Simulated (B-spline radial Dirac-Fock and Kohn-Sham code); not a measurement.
# Atomic vanadium: differential elastic cross section for electrons at 158 keV

These are calculated numbers from a radial B-spline solver; the model is relativistic (Dirac) partial waves in the static field of the Dirac-Fock atom with Furness-McCarthy exchange, without polarisation or absorption potentials.

```csv
θ (°),dσ/dΩ (Å²/sr),Sherman function
0,116,0.000
0.5,35.0,0.000
1,9.22,0.000
2,1.50,0.000
4,0.141,0.000
8,0.0125,0.000
12,0.00271,0.000
16,0.000898,0.000
24,0.000190,-0.002
32,6.34e-05,-0.005
45,1.72e-05,-0.012
60,5.79e-06,-0.024
75,2.52e-06,-0.038
90,1.30e-06,-0.052
105,7.58e-07,-0.063
120,4.91e-07,-0.069
135,3.50e-07,-0.066
150,2.73e-07,-0.053
165,2.35e-07,-0.030
180,2.22e-07,0.000
```

The total elastic cross section is 0.0457 Å², the first transport cross section 6.46e-05 Å² and the second, weighted with (3/2) sin²θ, 0.000170 Å². The mean deflection is ⟨1 − cos θ⟩ = 0.00141, and 0.0079 % of the collisions scatter beyond 90°.
